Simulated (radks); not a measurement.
Values are calculated unless marked as measured or tabulated.
All-electron atom: Ta in [Xe] 4f14 5d3 6s2. Level of theory: scalar-relativistic Kohn-Sham, LDA (Slater exchange, VWN5 correlation), spin-polarised, spherical densities, finite nucleus; open shells are filled with parallel spins first (spin-orbit coupling, left out, can overturn this in heavy ions); Fermi nuclear charge, rms radius 5.3507 fm; hard spherical wall at 3.5 bohr (a radial shooting solver on a logarithmic mesh with Libxc functionals).

Unscreened Slater integrals over Kohn-Sham orbitals (cm^-1). They are taken over the spin-up orbitals. Empty in this configuration: 6p.

| integral | value |
|---|---|
| F0(6s,6s) | 91721 |
| F0(6s,5d) | 98677 |
| G2(6s,5d) | 32297 |
| F0(6s,4f) | 117410 |
| G3(6s,4f) | 6445.5 |
| F0(6s,5p) | 106190 |
| G1(6s,5p) | 13993 |
| F0(6s,6p) | 90800 |
| G1(6s,6p) | 59447 |
| F0(5d,5d) | 111870 |
| F2(5d,5d) | 61137 |
| F4(5d,5d) | 41117 |
| F0(5d,4f) | 140130 |
| F2(5d,4f) | 32720 |
| F4(5d,4f) | 15417 |
| G1(5d,4f) | 13869 |
| G3(5d,4f) | 11495 |
| G5(5d,4f) | 8802.3 |
| F0(5d,5p) | 125550 |
| F2(5d,5p) | 62266 |
| G1(5d,5p) | 73907 |
| G3(5d,5p) | 45599 |
| F0(5d,6p) | 97706 |
| F2(5d,6p) | 46696 |
| G1(5d,6p) | 23214 |
| G3(5d,6p) | 21938 |
| F0(4f,4f) | 315450 |
| F2(4f,4f) | 150260 |
| F4(4f,4f) | 94357 |
| F6(4f,4f) | 67908 |
| F0(4f,5p) | 183860 |
| F2(4f,5p) | 58668 |
| G2(4f,5p) | 27584 |
| G4(4f,5p) | 21706 |
| F0(4f,6p) | 119870 |
| F2(4f,6p) | 25714 |
| G2(4f,6p) | 8168.7 |
| G4(4f,6p) | 7513.1 |
| F0(5p,5p) | 150400 |
| F2(5p,5p) | 80627 |
| F0(5p,6p) | 106290 |
| F2(5p,6p) | 40995 |
| G0(5p,6p) | 10335 |
| G2(5p,6p) | 15025 |
| F0(6p,6p) | 90295 |
| F2(6p,6p) | 49336 |

Derived for the open shells (J is the average intra-shell exchange parameter used in DFT+U). 5d: Racah B = F2/49 - 5 F4/441 = 781.5 cm^-1, C = 35 F4/441 = 3263 cm^-1, C/B = 4.18, F4/F2 = 0.673, J = (F2 + F4)/14 = 7304 cm^-1.
